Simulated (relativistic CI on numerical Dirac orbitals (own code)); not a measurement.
## Level scheme of Cl I

These numbers are calculated, not measured: Dirac-Coulomb-Breit CI, KLI orbitals optimised for each configuration, a model potential for QED, valence Slater integrals scaled by 0.85, configuration energies shifted to the measured levels that pair with them (semi-empirical) (own radial code, finite nucleus).

Configuration list (outside the closed core [Ne]): 3s²3p⁵, 3s²3p⁴4s, 3s²3p⁴4p, 3s3p⁶, 3s²3p⁴3d, 3s²3p³3d², 3s²3p⁴5s, 3s²3p⁴5p, 3s²3p⁴4d, 3s²3p⁴4f, 3s²3p⁴5d, 3s²3p⁴5f, 3s²3p⁴5g, 3s²3p³4s², 3s3p⁵3d. Levels of other configurations are missing.

The lowest level is 3s²3p⁵ ²P°3/2, with 99 % of that term; Hund's rules for 3s²3p⁵ give ²P° with J = 3/2, in agreement.

| No. | Configuration | Term | J | E (cm⁻¹) | % | Next component (%) | Lifetime (s) |
| --- | --- | --- | --- | --- | --- | --- | --- |
| 1 | 3s²3p⁵ | ²P° | 3/2 | 0.0 | 99 | 1 3s²3p³3d² ²P° |  |
| 2 | 3s²3p⁵ | ²P° | 1/2 | 885.3 | 99 | 1 3s²3p³3d² ²P° | 8.02e+01 |
| 3 | 3p⁴(3P)4s | ⁴P | 5/2 | 71918.6 | 100 |  | 2.92e-06 |
| 4 | 3p⁴(3P)4s | ⁴P | 3/2 | 72460.4 | 97 | 2 ²P | 6.52e-08 |
| 5 | 3p⁴(3P)4s | ⁴P | 1/2 | 72808.0 | 99 |  | 2.90e-07 |
| 6 | 3p⁴(3P)4s | ²P | 3/2 | 74225.8 | 97 | 2 ⁴P | 1.42e-09 |
| 7 | 3p⁴(3P)4s | ²P | 1/2 | 74879.4 | 99 |  | 1.39e-09 |
| 8 | 3p⁴(3P)4p | ⁴P° | 5/2 | 83084.9 | 94 | 5 ⁴D° | 2.79e-08 |
| 9 | 3p⁴(3P)4p | ⁴P° | 3/2 | 83297.7 | 92 | 4 ⁴D° | 2.79e-08 |
| 10 | 3p⁴(3P)4p | ⁴P° | 1/2 | 83543.7 | 96 | 1 ²S° | 2.81e-08 |
| 11 | 3p⁴(3P)4p | ⁴D° | 7/2 | 83871.5 | 100 |  | 2.48e-08 |
| 12 | 3p⁴(3P)4p | ⁴D° | 5/2 | 84116.7 | 57 | 41 ²D° | 2.84e-08 |
| 13 | 3p⁴(3P)4p | ⁴D° | 3/2 | 84480.3 | 77 | 16 ²D° | 2.62e-08 |
| 14 | 3p⁴(3P)4p | ²D° | 5/2 | 84635.8 | 58 | 38 ⁴D° | 2.99e-08 |
| 15 | 3p⁴(3P)4p | ⁴D° | 1/2 | 84690.3 | 96 | 2 ²P° | 2.50e-08 |
| 16 | 3p⁴(1D)4s | ²D | 5/2 | 84701.7 | 99 |  | 3.73e-09 |
| 17 | 3p⁴(1D)4s | ²D | 3/2 | 84707.4 | 99 | 1 3s²3p⁴3d ²D | 3.80e-09 |
| 18 | 3p⁴(3P)4p | ²D° | 3/2 | 84986.8 | 66 | 20 ⁴D° | 3.10e-08 |
| 19 | 3s3p⁶ | ²S | 1/2 | 85246.7 | 61 | 25 3s²3p⁴3d ²S | 1.40e-09 |
| 20 | 3p⁴(3P)4p | ²S° | 1/2 | 85259.8 | 58 | 38 ²P° | 2.91e-08 |
| 21 | 3p⁴(3P)4p | ⁴S° | 3/2 | 85397.0 | 61 | 27 ²P° | 2.43e-08 |
| 22 | 3p⁴(3P)4p | ²P° | 3/2 | 85656.1 | 54 | 34 ⁴S° | 2.56e-08 |
| 23 | 3p⁴(3P)4p | ²P° | 1/2 | 85949.0 | 58 | 40 ²S° | 2.83e-08 |
| 24 | 3p⁴(3P)3d‡ | ⁴D | 7/2 | 88863.5 | 92 | 3 ⁴F | 1.21e-07 |
| 25 | 3p⁴(3P)3d‡ | ⁴D | 5/2 | 88952.3 | 91 | 3 3s²3p⁴4d ⁴D | 1.17e-07 |
| 26 | 3p⁴(3P)3d‡ | ⁴D | 3/2 | 89068.9 | 92 | 3 3s²3p⁴4d ⁴D | 1.10e-07 |
| 27 | 3p⁴(3P)3d‡ | ⁴D | 1/2 | 89172.3 | 93 | 3 3s²3p⁴4d ⁴D | 1.07e-07 |
| 28 | 3p⁴(3P)3d‡ | ⁴F | 9/2 | 89982.7 | 99 |  | 8.72e-08 |
| 29 | 3p⁴(3P)3d‡ | ⁴F | 7/2 | 90285.0 | 79 | 18 ²F | 8.47e-08 |
| 30 | 3p⁴(3P)3d‡ | ⁴F | 5/2 | 90552.0 | 77 | 9 ²F | 3.56e-08 |
| 31 | 3p⁴(3P)3d‡ | ⁴P | 1/2 | 90631.8 | 94 | 4 3s²3p⁴5s ⁴P | 5.85e-08 |
| 32 | 3p⁴(3P)5s‡ | ⁴P | 5/2 | 90705.1 | 76 | 15 3s²3p⁴3d ⁴P | 7.15e-08 |
| 33 | 3p⁴(3P)3d‡ | ⁴P | 3/2 | 90716.1 | 47 | 37 ⁴F | 3.51e-08 |
| 34 | 3p⁴(3P)3d‡ | ⁴F | 3/2 | 90816.2 | 56 | 33 ⁴P | 7.48e-08 |
| 35 | 3p⁴(3P)3d‡ | ²F | 7/2 | 90851.9 | 80 | 17 ⁴F | 7.95e-08 |
| 36 | 3p⁴(3P)3d‡ | ²D | 5/2 | 91099.9 | 28 | 27 ²F | 1.10e-08 |
| 37 | 3p⁴(3P)5s‡ | ⁴P | 3/2 | 91241.8 | 44 | 27 ²P | 4.79e-09 |
| 38 | 3p⁴(3P)3d‡ | ⁴P | 5/2 | 91270.3 | 51 | 35 ²F | 5.66e-08 |
| 39 | 3p⁴(3P)3d‡ | ²P | 1/2 | 91333.5 | 90 | 4 3s²3p⁴4d ²P | 7.61e-09 |
| 40 | 3p⁴(3P)3d‡ | ²D | 3/2 | 91403.8 | 39 | 24 ²P | 8.92e-09 |
| 41 | 3p⁴(3P)3d‡ | ²D | 5/2 | 91689.7 | 55 | 29 ²F | 6.46e-09 |
| 42 | 3p⁴(3P)5s‡ | ⁴P | 1/2 | 91713.5 | 90 | 5 ²P | 3.62e-08 |
| 43 | 3p⁴(3P)5s‡ | ²P | 3/2 | 91788.4 | 62 | 32 ⁴P | 3.99e-09 |
| 44 | 3p⁴(3P)3d‡ | ²P | 3/2 | 92008.9 | 53 | 34 ²D | 8.63e-09 |
| 45 | 3p⁴(3P)5s‡ | ²P | 1/2 | 92340.8 | 94 | 5 ⁴P | 3.46e-09 |
| 46 | 3p⁴(3P)5p‡ | ⁴P° | 5/2 | 94120.2 | 84 | 15 ⁴D° |  |
| 47 | 3p⁴(3P)5p‡ | ⁴P° | 3/2 | 94206.0 | 41 | 31 ²P° | 9.72e-08 |
| 48 | 3p⁴(3P)5p‡ | ⁴D° | 7/2 | 94312.2 | 100 |  |  |
| 49 | 3p⁴(3P)5p‡ | ²P° | 1/2 | 94346.0 | 38 | 25 ⁴P° |  |
| 50 | 3p⁴(3P)5p‡ | ⁴P° | 3/2 | 94364.5 | 34 | 31 ²P° |  |
| 51 | 3p⁴(3P)5p‡ | ²D° | 5/2 | 94424.4 | 71 | 27 ⁴D° |  |
| 52 | 3p⁴(3P)5p‡ | ⁴P° | 1/2 | 94741.8 | 64 | 23 ²P° | 9.16e-08 |
| 53 | 3p⁴(3P)5p‡ | ⁴D° | 3/2 | 94981.1 | 64 | 20 ²D° | 8.35e-08 |
| 54 | 3p⁴(3P)5p‡ | ⁴D° | 5/2 | 95004.5 | 58 | 28 ²D° |  |
| 55 | 3p⁴(3P)5p‡ | ⁴D° | 1/2 | 95154.3 | 74 | 26 ²S° | 8.71e-08 |
| 56 | 3p⁴(3P)5p‡ | ⁴S° | 3/2 | 95215.3 | 50 | 38 ²D° | 7.48e-08 |
| 57 | 3p⁴(3P)5p‡ | ²S° | 1/2 | 95307.2 | 55 | 21 ⁴D° | 8.75e-08 |
| 58 | 3p⁴(3P)5p‡ | ²D° | 3/2 | 95365.8 | 34 | 26 ⁴S° | 8.16e-08 |
| 59 | 3p⁴(1D)4p | ²F° | 5/2 | 95797.0 | 100 |  | 2.85e-08 |
| 60 | 3p⁴(1D)4p | ²F° | 7/2 | 95825.5 | 100 |  | 2.83e-08 |
| 61 | 3p⁴(3P)4d‡ | ⁴D | 7/2 | 96270.1 | 81 | 11 ⁴F |  |
| 62 | 3p⁴(3P)4d‡ | ⁴D | 5/2 | 96339.7 | 79 | 7 ⁴F |  |
| 63 | 3p⁴(3P)4d‡ | ⁴D | 3/2 | 96454.9 | 78 | 11 ⁴P | 2.20e-07 |
| 64 | 3p⁴(3P)4d‡ | ⁴D | 1/2 | 96580.8 | 81 | 9 ⁴P | 1.47e-07 |
| 65 | 3p⁴(3P)4d‡ | ⁴F | 9/2 | 96646.1 | 99 | 1 3s²3p⁴5d ⁴F |  |
| 66 | 3p⁴(1D)4p | ²D° | 3/2 | 96922.4 | 97 | 2 ²P° | 2.49e-08 |
| 67 | 3p⁴(3P)4d‡ | ⁴F | 7/2 | 96925.8 | 58 | 37 ²F |  |
| 68 | 3p⁴(1D)4p | ²D° | 5/2 | 96940.3 | 100 |  | 2.51e-08 |
| 69 | 3p⁴(3P)4d‡ | ⁴P | 1/2 | 97095.2 | 87 | 6 ²P | 6.60e-08 |
| 70 | 3p⁴(3P)4d‡ | ⁴F | 5/2 | 97204.1 | 64 | 15 ²F | 2.49e-08 |

Energies count from the lowest computed level; ° marks odd parity; lifetimes are radiative, by E1, M1, E2 decay to levels of this space only; some are left blank where a channel outside the calculation adds to the decay or the decay crosses a small, uncertain gap. Percentages are summed over parent terms; the parents shown are those of the largest component, closed shells are left out there. ‡ marks configurations that were not tied to measured data.

The mean weight of the leading LS term, summed over parents, in these 70 levels is 76 %, and that of the leading jj configuration (from the same eigenvectors) 56 %, so LS coupling describes them better.

Configurations whose levels could be paired with our table of measured levels were shifted onto them, all but the ground configuration, by the median error of their levels; single terms can still be off by 1,000 to 2,000 cm⁻¹ or more, and rates follow the energies as ν³ (E1, M1) or ν⁵ (E2). The others borrow a shift and can be off by several thousand cm⁻¹ or more. The fine structure of a lone outer electron comes out too small, for d and f at times inverted, and misplaced configurations move strength between like terms. 20 of the 21 excited levels that our extract of the measured tables holds in this range could be paired (the sources list more); they are missed by 166 cm⁻¹ on average and 705 at most, after the shifts were fitted to these levels, and levels without a partner can miss by more.

LS names give the leading component of a level, which can be under half, so a name can repeat, a term be missing and a line seem to break the LS rules.
